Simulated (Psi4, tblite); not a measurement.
Approach curve of the dimer H6B3N3 ··· H3O+ (SMILES B1NBNBN1 and [OH3+]) (charge +1). Monomers: optimised at B3LYP-D3(BJ) (def2-TZVP), held rigid. Orientation: lowest of the rigid-body minima from ten starts at GFN2-xTB. The monomers approach along the line of their centres of mass (distance R); nothing else relaxes.

Geometry at R = 2.86 Å (first 12 atoms: monomer A):
```
16

B      1.3855     0.4215     0.0223
N      1.0269    -0.9603     0.0055
B     -0.3276    -1.4106    -0.0167
N     -1.3450    -0.4091    -0.0216
B     -1.0579     0.9892    -0.0056
N      0.3180     1.3694     0.0161
H      2.5262     0.7684     0.0406
H      1.7623    -1.6479     0.0094
H     -0.5972    -2.5721    -0.0304
H     -2.3081    -0.7022    -0.0371
H     -1.9288     1.8036    -0.0102
H      0.5458     2.3500     0.0277
O     -1.2016    -0.3322    -2.5998
H     -1.2092    -0.3547    -1.6190
H     -0.6562    -1.0419    -3.0017
H     -1.0152     0.5581    -2.9678
```

Levels of theory: GFN2-xTB (tblite); B3LYP/def2-TZVP, counterpoise-corrected (Psi4); B3LYP-D3(BJ)/def2-TZVP, counterpoise-corrected (Psi4); PBE-D3(BJ)/def2-TZVP, counterpoise-corrected (Psi4); SAPT0/jun-cc-pVDZ, frozen core (Psi4).

Interaction energies in kcal/mol (negative: bound); R is the distance of the centres of mass, d the N4···H14 distance.

```csv
R / Å,d / Å,GFN2-xTB,B3LYP/def2-TZVP,B3LYP-D3(BJ)/def2-TZVP,PBE-D3(BJ)/def2-TZVP,SAPT0/jun-cc-pVDZ
2.47,1.28,-11.60,4.18,-0.28,-2.00,-1.04
2.68,1.45,-20.58,-11.53,-15.52,-16.88,-13.77
2.86,1.60,-22.35,-17.18,-20.76,-21.88,-17.81
3.03,1.75,-21.17,-18.79,-21.98,-22.94,-18.43
3.26,1.96,-17.65,-18.02,-20.71,-21.52,-16.93
3.55,2.23,-12.81,-15.13,-17.24,-17.95,-13.81
3.86,2.52,-8.75,-11.69,-13.27,-13.91,-10.56
4.34,2.98,-5.10,-7.43,-8.38,-8.92,-6.75
5.05,3.67,-2.78,-3.86,-4.27,-4.61,-3.63
6.09,4.69,-1.41,-1.77,-1.89,-2.00,-1.74
7.36,5.94,-0.73,-0.87,-0.91,-0.95,-0.87
```

Lowest grid point: GFN2-xTB -22.35 kcal/mol at R = 2.86 Å; B3LYP/def2-TZVP -18.79 kcal/mol at R = 3.03 Å; B3LYP-D3(BJ)/def2-TZVP -21.98 kcal/mol at R = 3.03 Å; PBE-D3(BJ)/def2-TZVP -22.94 kcal/mol at R = 3.03 Å; SAPT0/jun-cc-pVDZ -18.43 kcal/mol at R = 3.03 Å.
